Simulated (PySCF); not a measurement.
C(2+): ionisation energy

C(2+) [He] 2s2 (1S) → C(3+) [He] 2s1 (2S), as a difference of total energies. Computed with PySCF 2.14 in dyall-av3z, with the spin-free X2C one-electron Hamiltonian (Gaussian nucleus). Correlated levels: valence: 1s2 frozen; virtual orbitals above 40 to 60 times the deepest correlated orbital energy dropped. The calculations carry no spin-orbit coupling.

| method | ionisation energy (eV) |
| --- | --- |
| UHF | 45.797 |
| MP2 (valence) | 47.026 |
| SCS-MP2 (valence) | 47.272 |
| CCSD (valence) | 47.828 |

Question: How much does correlation contribute at MP2 (valence)?

Answer: 47.026 − (45.797) = 1.229 eV, measured against UHF.

Errors of the correlated levels include the incompleteness of this basis and the frozen core.

With two correlated electrons CCSD is exact in that space.

The coupled-cluster amplitudes are large for C(2+) (T1 above 0.03 or a double amplitude above 0.15), so a single reference is strained.

For comparison: 47.888 eV (measured; NIST Atomic Spectra Database, ionization energies).
